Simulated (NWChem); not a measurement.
System: GaSi2H7; SMILES [SiH3][GaH][SiH3]

Parts of the log:

```
             Northwest Computational Chemistry Package (NWChem) 7.3.0
             --------------------------------------------------------

                             Geometry "geometry" -> ""
                             -------------------------

 Output coordinates in angstroms (scale by  1.889725989 to convert to a.u.)

  No.       Tag          Charge          X              Y              Z
 ---- ---------------- ---------- -------------- -------------- --------------
    1 Ga                  31.0000    -0.69559700    -0.00002900    -0.00009200
    2 H                    1.0000    -2.28562000    -0.00052400     0.01878500
    3 Si                  14.0000     0.40881000    -2.17582200    -0.00425200
    4 H                    1.0000     0.03280500    -2.94242500     1.22026000
    5 H                    1.0000     1.89591800    -2.09233000    -0.04627700
    6 H                    1.0000    -0.03391100    -2.97719400    -1.18317400
    7 Si                  14.0000     0.40837400     2.17594600    -0.00713400
    8 H                    1.0000     1.89281200     2.09342300    -0.10653300
    9 H                    1.0000     0.07998000     2.91391700     1.24849800
   10 H                    1.0000    -0.07815300     3.00445100    -1.14922200

 Effective nuclear repulsion energy (a.u.)     298.2079479209

                              NWChem Property Module
                              ----------------------

  itol2e modified to match energy
  convergence criterion.

                                 NWChem DFT Module
                                 -----------------

 Summary of "ao basis" -> "ao basis" (spherical)
 ------------------------------------------------------------------------------
       Tag                 Description            Shells   Functions and Types
 ---------------- ------------------------------  ------  ---------------------
 Ga                         pcsseg-1                15       41   5s7p3d
 H                          pcsseg-1                 3        5   2s1p
 Si                         pcsseg-1                10       24   4s5p1d

  itol2e modified to match energy
  convergence criterion.

[...]

          -----------------------------------------
          Chemical Shielding Tensors (GIAO, in ppm)
          -----------------------------------------

                                NWChem CPHF Module
                                ------------------

  scftype          =     RHF
  nclosed          =       33
  nopen            =        0
  variables        =     3003
  # of vectors     =        3
  tolerance        = 0.10D-03
  level shift      = 0.00D+00
  max iterations   =       50
  max subspace     =       30

 SCF residual:    3.9865207690136802E-005

Iterative solution of linear equations
  No. of variables     3003
  No. of equations        3
  Maximum subspace       30
        Iterations       50
       Convergence  1.0D-04

   iter   nsub   residual    time
   ----  ------  --------  ---------
     1      3    1.24D+00      52.0
     2      6    2.52D-01      57.5
     3      9    2.52D-02      62.9
     4     12    1.55D-03      68.4
     5     15    1.16D-04      73.8
     6     18    1.95D-05      79.3

      Atom:    1  Ga
        Diamagnetic
   2635.7038     -0.0012      0.0342
     -0.0012   2643.1608      0.0014
      0.0342      0.0014   2637.4880

        Paramagnetic
  -2229.9874     -0.0331     14.2701
     -0.0331  -1800.9535      2.1037
     14.2701      2.1037  -1038.9105

        Total Shielding Tensor
    405.7164     -0.0343     14.3042
     -0.0343    842.2073      2.1051
     14.3042      2.1051   1598.5775

           isotropic =     948.8337
          anisotropy =     974.8817

          Principal Components and Axis System
                 1           2           3
             1598.7548    842.2014    405.5449

      1         0.0120     -0.0002      0.9999
      2         0.0028      1.0000      0.0001
      3         0.9999     -0.0028     -0.0120

      Atom:    2  H
        Diamagnetic
     41.0682      0.0051     -0.2285
      0.0051     21.9022     -0.0009
     -0.2285     -0.0009     21.0547

        Paramagnetic
    -10.9278     -0.0032      0.1443
     -0.0032     -2.0331     -0.0021
      0.1443     -0.0021      0.6195

        Total Shielding Tensor
     30.1404      0.0019     -0.0842
      0.0019     19.8691     -0.0030
     -0.0842     -0.0030     21.6742

           isotropic =      23.8945
          anisotropy =       9.3700

          Principal Components and Axis System
                 1           2           3
               30.1412     21.6733     19.8691

      1         1.0000      0.0099     -0.0002
      2         0.0002     -0.0017      1.0000
      3        -0.0099      0.9999      0.0017

      Atom:    3  Si
        Diamagnetic
    878.0399     -2.9378     -0.0021
     -2.9378    883.6714      0.0052
     -0.0021      0.0052    876.9443

        Paramagnetic
   -401.8247     -2.9342     -0.3262
     -2.9342   -412.5581      0.2254
     -0.3262      0.2254   -422.2024

        Total Shielding Tensor
    476.2153     -5.8720     -0.3283
     -5.8720    471.1133      0.2306
     -0.3283      0.2306    454.7419

           isotropic =     467.3568
          anisotropy =      19.0740

          Principal Components and Axis System
                 1           2           3
              480.0728    467.2621    454.7356

      1         0.8361      0.5485      0.0127
      2        -0.5484      0.8362     -0.0095
      3        -0.0158      0.0010      0.9999

      Atom:    4  H
        Diamagnetic
     23.7917      0.5351     -1.9418
      0.5351     30.2549     -6.3372
     -1.9418     -6.3372     31.1618

[...]
```

Level: BHandHLYP/pcSseg-1, GIAO. Structure relaxed at the B3LYP/6-31G* (spherical d) level. The printed shielding anisotropy is the first printed principal value minus the mean of the other two.

Problem. Write an input that gives this output.

Solution. This is not unique; one that fits is the input that was run:
```
start job
memory heap 200 mb stack 900 mb global 1100 mb
geometry units angstroms noautosym nocenter noautoz
  Ga    -0.695597    -0.000029    -0.000092
  H     -2.285620    -0.000524     0.018785
  Si     0.408810    -2.175822    -0.004252
  H      0.032805    -2.942425     1.220260
  H      1.895918    -2.092330    -0.046277
  H     -0.033911    -2.977194    -1.183174
  Si     0.408374     2.175946    -0.007134
  H      1.892812     2.093423    -0.106533
  H      0.079980     2.913917     1.248498
  H     -0.078153     3.004451    -1.149222
end
basis spherical
  Ga library pcsseg-1
  H library pcsseg-1
  Si library pcsseg-1
end
dft
  xc bhlyp
  iterations 150
end
property
  shielding
end
task dft property
```
